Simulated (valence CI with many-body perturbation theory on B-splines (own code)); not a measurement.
# Nb I: E2, M1 decay

Computed by relativistic CI+MBPT: five valence electrons over a frozen Dirac-Fock core [Kr], radial functions for each j: 9 s, 9 p, 9 d, 7 f, 4 g, 2 h, with the one-electron correlation potential Σ1 (screened to all orders), the two-electron term Σ2, the three-electron term Σ3, Breit, model QED; selected single and double excitations, second order for the rest, scaled by the run's own slope (own B-spline code, finite nucleus).

Against 16 measured levels this calculation errs by 114 cm⁻¹ on average and by 317 at most. These come from a selection out of the NIST Handbook of Basic Atomic Spectroscopic Data. Levels without a partner in it may be off by more, other configurations by 1,000 to 4,000 cm⁻¹. Among the levels kept, up to 1200 cm⁻¹ of a level comes from second order outside the variational space, and about a tenth of that is noise between levels of different J, which matters for small intervals.

Lines 51 to 97 of 97 in falling wavelength, among levels below 1.929 eV, chosen from the decays that carry over 1 % of a level's rate. Wavelengths and rates use the calculated energies, so an error of 100 cm⁻¹ moves a line at 12340 Å by 1.2 % and its rate by three times that or more. Electric multipoles are in the length gauge, E1 and E2 with the static RPA response of the core. S is in atomic units (e²a₀⁴ for E2 and M2, e²a₀⁶ for E3), for M1 in squared Bohr magnetons. Weak lines are less certain than strong ones. Lines between different terms over intervals too small for the method are left out, as are lines whose strength nearly cancels and 3 of this kind that miss the measured wavelength by over 7 %.

Names give the largest LS component (configuration and term), which can be under half, so a name can repeat, a term be missing and a line seem to break the LS rules; names also repeat where a configuration has a term twice.

| λ vac (Å) | λ from measured levels | Upper | Lower | Type | A (s⁻¹) | S (a.u.) |
| --- | --- | --- | --- | --- | --- | --- |
| 12340 | 12660 | 4d4 5s 4D_5/2 | 4d3 5s2 4F_3/2 | E2 | 1.17e-02 | 1.79e+01 |
| 12310 | 12640 | 4d4 5s 4D_7/2 | 4d3 5s2 4F_5/2 | E2 | 7.05e-03 | 1.42e+01 |
| 12310 | 12640 | 4d4 5s 4D_7/2 | 4d3 5s2 4F_5/2 | M1 | 1.06e-03 | 5.87e-04 |
| 12160 | 12110 | 4d4 5s 4D_1/2 | 4d4 5s 6D_3/2 | M1 | 1.08e-03 | 1.43e-04 |
| 12080 | 11980 | 4d4 5s 4D_5/2 | 4d4 5s 6D_7/2 | M1 | 1.53e-03 | 5.98e-04 |
| 12040 |  | 4d3 5s2 2D_3/2 | 4d3 5s2 4F_5/2 | M1 | 1.24e-01 | 3.22e-02 |
| 11940 | 11890 | 4d4 5s 4D_1/2 | 4d4 5s 6D_1/2 | M1 | 5.64e-03 | 7.13e-04 |
| 11930 | 11840 | 4d4 5s 4D_7/2 | 4d4 5s 6D_9/2 | M1 | 3.48e-03 | 1.75e-03 |
| 11930 | 11840 | 4d4 5s 4D_7/2 | 4d4 5s 6D_9/2 | E2 | 1.19e-03 | 2.06e+00 |
| 11790 |  | 4d4 5s 4H_9/2 | 4d3 5s2 4F_9/2 | M1 | 1.82e-03 | 1.11e-03 |
| 11780 | 11690 | 4d4 5s 4D_3/2 | 4d4 5s 6D_3/2 | M1 | 2.80e-03 | 6.79e-04 |
| 11760 |  | 4d3 5s2 2D_5/2 | 4d3 5s2 4F_7/2 | M1 | 1.23e-01 | 4.44e-02 |
| 11650 | 11560 | 4d4 5s 4D_5/2 | 4d4 5s 6D_5/2 | M1 | 1.19e-03 | 4.18e-04 |
| 11580 | 11490 | 4d4 5s 4D_3/2 | 4d4 5s 6D_1/2 | M1 | 9.80e-04 | 2.26e-04 |
| 11510 |  | 4d4 5s 4H_11/2 | 4d3 5s2 4F_9/2 | E2 | 1.24e-03 | 2.69e+00 |
| 11450 |  | 4d3 5s2 2D_3/2 | 4d3 5s2 4F_3/2 | M1 | 8.52e-02 | 1.90e-02 |
| 11150 |  | 4d4 5s 4H_13/2 | 4d3 5s2 4F_9/2 | E2 | 6.26e-02 | 1.35e+02 |
| 11120 |  | 4d3 5s2 2P_1/2 | 4d3 5s2 4F_5/2 | E2 | 4.08e-03 | 1.24e+00 |
| 11100 |  | 4d4 5s 4H_7/2 | 4d3 5s2 4F_7/2 | M1 | 1.31e-03 | 5.33e-04 |
| 11030 |  | 4d3 5s2 2D_5/2 | 4d3 5s2 4F_5/2 | M1 | 1.92e-02 | 5.74e-03 |
| 10960 |  | 4d4 5s 4H_9/2 | 4d3 5s2 4F_7/2 | E2 | 3.26e-03 | 4.60e+00 |
| 10860 |  | 4d3 5s2 2D_3/2 | 4d4 5s 6D_5/2 | M1 | 3.98e-03 | 7.56e-04 |
| 10710 |  | 4d4 5s 4H_11/2 | 4d3 5s2 4F_7/2 | E2 | 7.61e-02 | 1.15e+02 |
| 10690 |  | 4d3 5s2 2H_9/2 | 4d3 5s2 4F_9/2 | M1 | 2.98e-03 | 1.35e-03 |
| 10610 |  | 4d3 5s2 2P_1/2 | 4d3 5s2 4F_3/2 | E2 | 6.95e-03 | 1.67e+00 |
| 10530 |  | 4d3 5s2 2D_5/2 | 4d3 5s2 4F_3/2 | M1 | 7.46e-03 | 1.94e-03 |
| 10450 |  | 4d4 5s 4H_7/2 | 4d3 5s2 4F_5/2 | E2 | 7.08e-03 | 6.31e+00 |
| 10340 |  | 4d3 5s2 2D_5/2 | 4d4 5s 6D_7/2 | M1 | 3.12e-03 | 7.68e-04 |
| 10330 |  | 4d4 5s 4H_9/2 | 4d3 5s2 4F_5/2 | E2 | 9.15e-02 | 9.59e+01 |
| 10060 |  | 4d4 5s 4H_9/2 | 4d4 5s 6D_9/2 | M1 | 1.51e-03 | 5.71e-04 |
| 10050 |  | 4d5 6S_5/2 | 4d4 5s 6D_9/2 | E2 | 2.92e-01 | 1.60e+02 |
| 10000 |  | 4d3 5s2 2H_9/2 | 4d3 5s2 4F_7/2 | M1 | 2.00e-03 | 7.42e-04 |
| 10000 |  | 4d3 5s2 2H_9/2 | 4d3 5s2 4F_7/2 | E2 | 1.86e-03 | 1.67e+00 |
| 10000 |  | 4d4 5s 4H_7/2 | 4d3 5s2 4F_3/2 | E2 | 1.09e-01 | 7.83e+01 |
| 9842 |  | 4d3 5s2 2P_3/2 | 4d3 5s2 4F_5/2 | M1 | 4.47e-02 | 6.31e-03 |
| 9842 |  | 4d3 5s2 2P_3/2 | 4d3 5s2 4F_5/2 | E2 | 2.53e-03 | 8.34e-01 |
| 9710 |  | 4d5 6S_5/2 | 4d4 5s 6D_7/2 | E2 | 2.85e-01 | 1.32e+02 |
| 9588 |  | 4d4 5s 4H_13/2 | 4d4 5s 6D_9/2 | E2 | 9.67e-04 | 9.79e-01 |
| 9473 |  | 4d3 5s2 2H_9/2 | 4d3 5s2 4F_5/2 | E2 | 8.89e-04 | 6.06e-01 |
| 9441 |  | 4d3 5s2 2P_3/2 | 4d3 5s2 4F_3/2 | M1 | 2.16e-02 | 2.70e-03 |
| 9441 |  | 4d3 5s2 2P_3/2 | 4d3 5s2 4F_3/2 | E2 | 2.80e-03 | 7.50e-01 |
| 9432 |  | 4d5 6S_5/2 | 4d4 5s 6D_5/2 | E2 | 2.51e-01 | 1.00e+02 |
| 9234 |  | 4d5 6S_5/2 | 4d4 5s 6D_3/2 | E2 | 1.88e-01 | 6.75e+01 |
| 9194 |  | 4d4 5s 4G_5/2 | 4d3 5s2 4F_5/2 | E2 | 1.11e-02 | 3.90e+00 |
| 9109 |  | 4d5 6S_5/2 | 4d4 5s 6D_1/2 | E2 | 1.01e-01 | 3.38e+01 |
| 8844 |  | 4d4 5s 4G_5/2 | 4d3 5s2 4F_3/2 | E2 | 1.98e-01 | 5.73e+01 |
| 8486 |  | 4d4 5s 4G_5/2 | 4d4 5s 6D_5/2 | M1 | 2.68e-02 | 3.64e-03 |
